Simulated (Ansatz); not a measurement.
`B[B]([SiH3])[SnH3]` + NH₃ → `BB(N)[SiH3]` + `[SnH4]`  (cleavage of the B–Sn bond)

Gas-phase electronic energies from Ansatz, PBE0-D4/def2-TZVP geometries. CCSD(T)/CBS adds triple-zeta CCSD(T) − MP2 to the extrapolated MP2 energy (def2 sets, frozen cores). This one scheme is used for every species. Functionals use def2-TZVPP. Elements past krypton have def2 core potentials. For Sn outer-core shells are correlated without core-valence functions, which leaves a few kJ/mol of doubt a bond. One conformer a species, not always the lowest.

```
             level  ΔE (kJ/mol)  difference from CCSD(T)/CBS
       LDA (SPW92)        -95.7                        -11.4
         revPBE-D4        -88.5                         -4.2
        r2SCAN0-D4        -94.3                        -10.0
           ωB97X-V       -102.8                        -18.5
           r2SCANh        -93.1                         -8.8
           LC-ωPBE       -106.4                        -22.1
       HF/def2-SVP       -138.2                        -53.9
CCSD(T)/def2-TZVPP        -94.1                         -9.8
     HF/def2-QZVPP       -121.1                        -36.8
     MP2/CBS(def2)        -81.6                          2.7
       CCSD(T)/CBS        -84.3                            0
```

Largest T1 diagnostic among the species: 0.016.

From PBE to PBE0 (25 % exact exchange), in def2-TZVPP and without D4, ΔE moves by −4.5 kJ/mol. Leaving LDA and LC-ωPBE aside and taking each functional with its dispersion term where it has one, the values, not all of them listed here, spread over 23.3 kJ/mol, from CAM-B3LYP-D4 to PBE-D4. LDA lies −5.2 kJ/mol from PBE without D4. The D4 term adds +6.0 kJ/mol with B3LYP and +3.5 kJ/mol with PBE0; it sums over pairs of atoms, weighted by their polarisabilities, and B3LYP, whose exchange is more repulsive, gets the larger term.

B3LYP here is the variant with VWN-RPA as its local correlation; programs differ in this.
